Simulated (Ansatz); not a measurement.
Geometry optimisation, RKS BHLYP-D4/cc-pVDZ in Ansatz 0.2.0.

Input file:

```yaml
crystal:
  periodic: [false, false, false]
  atoms:
    - { symbol: B, position_ang: [-0.005489, 0.444274, -0.365848] }
    - { symbol: Cl, position_ang: [0.04348, 0.081635, 2.681676] }
    - { symbol: O, position_ang: [1.172455, -0.168536, -0.619512] }
    - { symbol: H, position_ang: [1.112395, -1.081107, -0.895314] }
    - { symbol: O, position_ang: [-1.239461, -0.077086, -0.548287] }
    - { symbol: H, position_ang: [-1.26306, -0.995199, -0.811067] }
    - { symbol: H, position_ang: [0.05035, 1.572382, 0.019301] }
    - { symbol: H, position_ang: [0.04573, 1.095236, 1.818951] }
basis:
  gaussian: { orbitals: cc-pVDZ }
hamiltonian:
  xc: { name: BHLYP }
  dispersion: d4
relax:
  f_tol: 0.03
  max_steps: 50
```

Launched with:

```bash
$ ansatz run input.yaml --threads 1 --pin off --max-ram 2048MiB --backend cpu --events-out ev --progress --plain --runs-dir out
```

Problem. Where does it end, and by what steps?

Solution. It converged. The force dipped under the threshold on the way, but the program's further checks kept it going. After 12 steps the energy has fallen by 0.085 eV; Cl2 moved furthest, 0.53 Å.

```json
{"step": "0", "energy less start (eV)": "0.0000", "largest force component (eV/Å)": "0.947", "accepted": "yes"}
{"step": "1", "energy less start (eV)": "-0.0612", "largest force component (eV/Å)": "0.598", "accepted": "yes"}
{"step": "2", "energy less start (eV)": "-0.0416", "largest force component (eV/Å)": "1.060", "accepted": "no"}
{"step": "3", "energy less start (eV)": "-0.0801", "largest force component (eV/Å)": "0.257", "accepted": "yes"}
{"step": "4", "energy less start (eV)": "-0.0834", "largest force component (eV/Å)": "0.092", "accepted": "yes"}
{"step": "5", "energy less start (eV)": "-0.0839", "largest force component (eV/Å)": "0.063", "accepted": "yes"}
{"step": "6", "energy less start (eV)": "-0.0841", "largest force component (eV/Å)": "0.026", "accepted": "yes"}
{"step": "7", "energy less start (eV)": "-0.0843", "largest force component (eV/Å)": "0.028", "accepted": "yes"}
{"step": "8", "energy less start (eV)": "-0.0847", "largest force component (eV/Å)": "0.046", "accepted": "yes"}
{"step": "9", "energy less start (eV)": "-0.0849", "largest force component (eV/Å)": "0.059", "accepted": "yes"}
{"step": "10", "energy less start (eV)": "-0.0851", "largest force component (eV/Å)": "0.043", "accepted": "yes"}
{"step": "11", "energy less start (eV)": "-0.0853", "largest force component (eV/Å)": "0.026", "accepted": "yes"}
{"step": "12", "energy less start (eV)": "-0.0853", "largest force component (eV/Å)": "0.013", "accepted": "yes"}
```

```xyz
8
Properties=species:S:1:pos:R:3
B 0.003 0.398 -0.454
Cl 0.046 0.330 3.145
O 1.173 -0.207 -0.761
H 1.101 -1.087 -1.127
O -1.233 -0.119 -0.631
H -1.265 -1.000 -1.000
H 0.068 1.495 0.020
H 0.022 1.061 2.086
```

Time of the run: 41 s on 1 thread of Arm Neoverse V2 (shared host), peak memory 0.15 GiB.
